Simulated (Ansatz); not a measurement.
`B/C=C/CCl` and `B/C=C/CF` differ in one atom or group.

Ansatz, PBE0-D4/def2-TZVP geometries, multiplicity 1. Each molecule was computed in one conformer, which needn't be the lowest.

| property | `B/C=C/CCl` |
| --- | --- |
| HOMO–LUMO gap (ωB97M-V/def2-TZVPP) / eV | 10.29 |
| LUMO energy (PBE0/def2-TZVPP) / eV | -2.29 |
| LUMO energy (B3LYP/def2-TZVPP) / eV | -2.48 |
| HOMO–LUMO gap (PBE0/def2-TZVPP) / eV | 6.09 |
| HOMO energy (B3LYP/def2-TZVPP) / eV | -8.14 |
| HOMO–LUMO gap (B3LYP/def2-TZVPP) / eV | 5.66 |

(1) Give the same properties after the change, and the shifts. (Estimate.)

Answers

(1) Ansatz gave: 
```tsv
property	`B/C=C/CF`	shift
HOMO–LUMO gap (ωB97M-V/def2-TZVPP) / eV	10.43	0.14
LUMO energy (PBE0/def2-TZVPP) / eV	-2.02	0.27
LUMO energy (B3LYP/def2-TZVPP) / eV	-2.22	0.26
HOMO–LUMO gap (PBE0/def2-TZVPP) / eV	6.23	0.14
HOMO energy (B3LYP/def2-TZVPP) / eV	-8.03	0.11
HOMO–LUMO gap (B3LYP/def2-TZVPP) / eV	5.81	0.15
```

With PBE0 the HOMO rises by 0.13 eV and the LUMO rises by 0.27 eV, so the gap widens by about 0.14 eV. PBE moves the HOMO by 0.03 eV and ωB97M-V by 0.12 eV.

B3LYP here is the variant with VWN-RPA as its local correlation; programs differ in this.
